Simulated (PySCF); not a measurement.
```xyz
5
charge -1 multiplicity 1, angstrom
Ir    0.0000    0.0000    0.0000
O     1.6432    0.0000    0.6886
O     0.0000    1.6432   -0.6886
O    -1.6432    0.0000    0.6886
O     0.0000   -1.6432   -0.6886
```

All numbers come from PySCF, PBE, basis Ir def2-SVPD with ECP60, O def2-SVPD (scalar-relativistic core potentials, no spin–orbit coupling, density fitting).

This geometry of [IrO4]- is a stationary point at this level.

**Question.** What is the point group?

**Answer.** D2d.

**Question.** Is it a minimum?

**Answer.** Yes: all harmonic wavenumbers are real.

**Question.** Which band is strongest in the infrared?

**Answer.** 808 cm⁻¹ (e), 415 km/mol.

**Question.** Give the atomic charges and bond orders.

**Answer.** 
```csv
atom,Mulliken,Löwdin,polar tensor,Mayer order to Ir1
Ir1,1.69,1.13,1.73,–
"O2,3,4,5",-0.67,-0.53,-0.68,1.22
```

**Question.** Give the ideal-gas entropy at 298.15 K and 1 bar by parts.

**Answer.** translation 178.1, rotation 98.0, vibration 36.9, spin 0.0; total 313.0 J/(mol K).

Other isomers or separated fragments may lie lower. The lowest empty level of this anion is unbound, so it and the gap depend on the basis. With an element this heavy the missing spin–orbit coupling can shift these numbers.
